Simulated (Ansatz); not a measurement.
(1) Predict a relaxed structure of `Sc1ccc(-c2ccc(-c3ccc(S)cc3)cc2)cc1`, charge 0, singlet, at PBE-D4/def2-SVP (Ansatz).

## Answers

(1) 
```xyz
34

S    -5.3530    0.9144   -5.2306
C    -4.0920    0.7590   -3.9928
C    -3.4331   -0.4834   -3.8742
C    -2.4344   -0.6648   -2.9138
C    -2.0498    0.3766   -2.0381
C    -0.9917    0.1784   -1.0215
C    -0.8057   -1.0719   -0.3882
C     0.1903   -1.2580    0.5743
C     1.0524   -0.2037    0.9537
C     2.1051   -0.3995    1.9765
C     1.9162   -1.2791    3.0662
C     2.9042   -1.4663    4.0379
C     4.1302   -0.7750    3.9503
S     5.4368   -0.9494    5.1371
C     4.3354    0.1067    2.8675
C     3.3390    0.2871    1.9046
C     0.8679    1.0460    0.3189
C    -0.1283    1.2322   -0.6434
C    -2.7187    1.6143   -2.1707
C    -3.7220    1.8076   -3.1256
H    -5.6614    2.2151   -4.9717
H    -3.6994   -1.3115   -4.5484
H    -1.9182   -1.6348   -2.8609
H    -1.4694   -1.9118   -0.6433
H     0.3163   -2.2511    1.0312
H     0.9594   -1.8115    3.1732
H     2.7150   -2.1502    4.8794
H     4.8027   -1.8569    5.9298
H     5.2891    0.6480    2.7748
H     3.5356    0.9594    1.0562
H     1.5081    1.8957    0.6001
H    -0.2291    2.2148   -1.1285
H    -2.4682    2.4414   -1.4898
H    -4.2290    2.7823   -3.1901
```
Point group C2 (tolerance 0.1 Å). This is one stationary point.
